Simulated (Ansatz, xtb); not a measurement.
Ligand exchange: C2H3Cl + SiH3I → C2H6Si + ICl

Species: C2H3Cl `C=CCl`, singlet; SiH3I `[SiH3]I`, singlet; C2H6Si (vinylsilane) `C=C[SiH3]`, singlet; ICl (iodine monochloride), singlet. The partners trade Cl for SiH3: C–Cl and I–SiH3 bonds give way to C–SiH3 and I–Cl.

Shapes, held fixed at every level: PBE0-D4/def2-TZVP. Programs: Ansatz 0.2.0, xtb 6.7.1. The zero-point and thermal change to 298 K, harmonic and unscaled (PBE0-D4/def2-TZVP), is +0.1 kJ/mol.

Task: Estimate ΔH(298 K) of this reaction.

Result: The highest level, CCSD(T)/def2-TZVPP, gives ΔH(298 K) = +106.4 kJ/mol; the levels span +101.3 to +180.8. GFN1-xTB strays far from the other rows. The column of differences is taken from that level and isn't an error. No measured value is set beside it here. For atoms past krypton def2 sets carry core potentials with scalar relativity. Correlated rows may include outer-core shells of I, which these sets cover unevenly.

| level | kind | ΔH(298 K) (kJ/mol) | less CCSD(T)/def2-TZVPP |
| --- | --- | --- | --- |
| GFN1-xTB | semi-empirical | +180.8 | +74.4 |
| r2SCAN-D4/def2-TZVPP | meta-GGA | +109.7 | +3.3 |
| BHLYP-D4/def2-TZVPP | global hybrid | +101.3 | -5.1 |
| wB97M-V/def2-TZVPP | range-separated hybrid | +102.1 | -4.3 |
| MP2/def2-SVP | perturbation theory | +125.6 | +19.2 |
| MP2/def2-TZVPP | perturbation theory | +119.8 | +13.4 |
| CCSD/def2-SVP | coupled cluster or CI | +114.3 | +7.9 |
| CCSD/def2-TZVPP | coupled cluster or CI | +106.2 | -0.2 |
| CCSD(T)/def2-TZVPP | coupled cluster or CI | +106.4 | 0.0 |
